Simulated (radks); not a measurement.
The numbers below are computed, except where a source is named.
Radial electron density D(r) = 4 pi r^2 rho(r) of an atom or ion with 1 electrons. Level of theory: Dirac Kohn-Sham, BLYP, spin-unpolarised, spherical densities, finite nucleus; Fermi nuclear charge, rms radius of each element as measured or else 0.836 A^(1/3) + 0.57 fm (a radial shooting solver on a logarithmic mesh with Libxc functionals).

```
   r/bohr * D(r) (the largest magnitude, 1.57, reaches the edge; | marks zero)
  0.02018 |*
  0.02134 |*
  0.02275 | *
  0.02426 | *
  0.02565 | *
  0.02735 | *
  0.02892 |  *
  0.03083 |  *
  0.03287 |  *
  0.03477 |   *
  0.03706 |   *
   0.0392 |   *
  0.04179 |    *
  0.04455 |     *
  0.04712 |     *
  0.05023 |      *
  0.05312 |       *
  0.05664 |       *
   0.0599 |        *
  0.06386 |         *
  0.06808 |          *
    0.072 |           *
  0.07676 |             *
  0.08118 |              *
  0.08654 |               *
  0.09226 |                 *
  0.09758 |                  *
    0.104 |                    *
     0.11 |                      *
   0.1173 |                        *
    0.125 |                          *
   0.1322 |                            *
    0.141 |                              *
   0.1491 |                                *
    0.159 |                                   *
   0.1695 |                                     *
   0.1792 |                                       *
   0.1911 |                                         *
   0.2021 |                                           *
   0.2154 |                                              *
   0.2297 |                                                *
   0.2429 |                                                 *
   0.2589 |                                                   *
   0.2739 |                                                    *
    0.292 |                                                     *
   0.3113 |                                                      *
   0.3292 |                                                      *
   0.3509 |                                                      *
   0.3712 |                                                     *
   0.3957 |                                                     *
   0.4218 |                                                   *
   0.4461 |                                                 *
   0.4756 |                                               *
    0.503 |                                             *
   0.5363 |                                          *
   0.5717 |                                       *
   0.6046 |                                    *
   0.6446 |                                *
   0.6817 |                             *
   0.7268 |                         *
   0.7686 |                      *
   0.8195 |                  *
   0.8736 |               *
   0.9239 |            *
    0.985 |          *
    1.042 |        *
    1.111 |      *
    1.184 |    *
    1.252 |   *
    1.335 |  *
    1.412 | *
    1.505 |*
    1.605 |*
    1.697 |*
    1.809 *
    1.913 *
     2.04 *
```

What is the nuclear charge?

Answer. Z = 3. The innermost maximum, from 1s, lies near gamma/Z bohr with gamma = sqrt(1 - (Z/c)^2) = 1.000, here 0.333 bohr (found: 0.334), and its height grows with Z. The density is that of the lithium ion Li2+ in 1s1; the configuration itself is not fixed sharply by these data. D(r) has 1 maximum, at r = 0.334 bohr.
